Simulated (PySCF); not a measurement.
Compound: C3H5GeNO2.
Structure used (PBE0-D3(BJ)/def2-SVP), in Å, numbered top down from 1:
```
atom  x, y, z in Å
Ge1    2.1953    0.0080   -0.2621
O2     0.6325    0.9094   -0.2973
C3    -0.5382    0.3295   -0.0140
C4    -1.8058    0.9820   -0.0667
N5    -2.7741    0.1680    0.2599
O6    -2.1961   -1.0259    0.5339
C7    -0.8667   -0.9420    0.3742
H8     3.2104    1.0419   -0.7474
H9     2.0572   -1.1975   -1.2079
H10    2.4415   -0.4495    1.1852
H11   -2.0181    2.0164   -0.3345
H12   -0.2965   -1.8473    0.5702
```

Computed, not measured: core-valence-separated Tamm–Dancoff BHandHLYP/aug-pcX-1 (pcseg-1 on H, def2-SVPD on Ge) in PySCF, non-relativistic, gas phase, PBE0-D3(BJ)/def2-SVP geometry. Absolute energies from this functional tend to lie a few eV below measured edges; no shift was applied.

Task: Give energies, oscillator strengths and core holes at the O K edge.

Result: 
```json
{"E (eV)": "532.07", "f": "0.0201", "core hole on": "O2", "main final orbital": "LUMO (77 %)"}
{"E (eV)": "532.90", "f": "0.0306", "core hole on": "O6", "main final orbital": "LUMO+2 (91 %)"}
{"E (eV)": "533.90", "f": "0.0093", "core hole on": "O2", "main final orbital": "LUMO+2 (82 %)"}
{"E (eV)": "534.21", "f": "0.0046", "core hole on": "O2", "main final orbital": "LUMO+1 (75 %)"}
{"E (eV)": "534.88", "f": "0.0057", "core hole on": "O2", "main final orbital": "LUMO+6 (82 %)"}
{"E (eV)": "535.00", "f": "0.0031", "core hole on": "O2", "main final orbital": "LUMO+3 (34 %)"}
{"E (eV)": "535.42", "f": "0.0029", "core hole on": "O2", "main final orbital": "spread"}
{"E (eV)": "535.46", "f": "0.0488", "core hole on": "O6", "main final orbital": "spread"}
{"E (eV)": "535.48", "f": "0.0286", "core hole on": "O2", "main final orbital": "LUMO+4/LUMO+7 (2 roots, f summed)"}
{"E (eV)": "536.01", "f": "0.0083", "core hole on": "O2", "main final orbital": "LUMO+10 (30 %)"}
```

The first line with a tenth or more of the strongest one's intensity is at 532.07 eV (f = 0.020), with the hole on O2 (oxygen bonded to C and Ge). The strongest listed is at 535.46 eV (f = 0.049; O6).

Task: List the carbon K-edge absorption lines.

Result: 
| E (eV) | f | core hole on | main final orbital | polarisation |
| --- | --- | --- | --- | --- |
| 283.60 | 0.0569 | C4 | LUMO+2 (68 %) | normal to the local trigonal plane |
| 284.46 | 0.0587 | C7 | LUMO+2 (69 %) | normal to the local trigonal plane |
| 285.44 | 0.0633 | C3 | LUMO+2 (43 %) | normal to the local trigonal plane |
| 286.94 | 0.0193 | C4 | LUMO+4 (64 %) | in the local trigonal plane |
| 287.22 | 0.0198 | C7 | LUMO+1 (31 %) | in the local trigonal plane |
| 287.25 | 0.0164 | C3 | LUMO (71 %) | in the local trigonal plane |
| 287.30 | 0.0015 | C4 | LUMO (84 %) | in the local trigonal plane |
| 287.44 | 0.0142 | C3 | LUMO+2 (52 %) | normal to the local trigonal plane |
| 287.49 | 0.0082 | C4 | spread | normal to the local trigonal plane |
| 287.51 | 0.0046 | C7 | LUMO (57 %) | in the local trigonal plane |
| 287.96 | 0.0009 | C4 | LUMO+1 (81 %) | – |
| 288.35 | 0.0077 | C7 | LUMO+5 (46 %) | in the local trigonal plane |
| 288.40 | 0.0039 | C4 | LUMO+3 (48 %) | in the local trigonal plane |
| 288.44 | 0.0009 | C3 | LUMO+1 (91 %) | – |
| 288.51 | 0.0084 | C4 | LUMO+7 (46 %) | normal to the local trigonal plane |

The first line with a tenth or more of the strongest one's intensity is at 283.60 eV (f = 0.057), with the hole on C4 (aromatic CH next to a ring nitrogen), polarised normal to the local trigonal plane: a 1s→π* resonance. The strongest listed is at 285.44 eV (f = 0.063; C3, 1s→π*).

Task: What does the N 1s absorption edge look like?

Result: 
```csv
E (eV),f,core hole on,main final orbital
397.82,0.0604,N5,LUMO+2 (80 %)
401.04,0.0695,N5,spread
402.77,0.0019,N5,LUMO (36 %)
402.87,0.0004,N5,LUMO (53 %)
403.25,0.0008,N5,LUMO+1 (58 %)
403.37,0.0016,N5,LUMO+7 (46 %)
403.63,0.0003,N5,LUMO+3 (37 %)
```

The first line with a tenth or more of the strongest one's intensity is at 397.82 eV (f = 0.060), with the hole on N5 (pyridine-type nitrogen). The strongest listed is at 401.04 eV (f = 0.070; N5).

Roots within 0.03 eV whose holes lie on the same, on equivalent or on shared atoms are summed into one line, and the highest roots are left out, as the search may have cut off their partners. Final orbitals are the ground state's empty Kohn–Sham orbitals. A dash: too weak, shared between unlike atoms, or no plane or axis to refer to.

Task: What is the summed oscillator strength of the listed O K lines, and their intensity-weighted mean energy?

Result: Σf = 0.162 over 10 lines from 532.07 to 536.01 eV; the weighted mean is 534.43 eV. The strongest line holds 30 % of the sum.

The list ends where the root search ended, not at a threshold. Relativistic effects, spin–orbit coupling among them, are left out although an element past zinc is present.

One conformer stands for the species.
